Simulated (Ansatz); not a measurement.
A structure relaxed at r2SCAN-D4/def2-TZVPD in Ansatz, charge -1, doublet:

Cartesian coordinates in Å:
```
Cd 1.7925 0.5076 -0.3237
Cl -0.4850 -1.1306 1.0634
Cl -1.3075 0.6229 -0.7397
```

Task: Give its formula and point group.

Result: CdCl₂⁻. Point group C2v (tolerance 0.1 Å).

Task: Summarise the bond lengths by kind (pairs closer than 1.2 times the sum of covalent radii, bridged metal pairs left out).

Result: .

In the def2 sets Cd takes a core potential; there is no spin–orbit coupling. In the doublet, Cl2 and Cl3 lie 2.65 Å apart (atoms count from 1), so these atoms are partly bonded to each other. The relaxation made no stability test and no search for a lower SCF solution. Another isomer (doublet) lies 1.87 eV lower at PBE0-D4/def2-TZVPD; other spin states weren't run for this one.
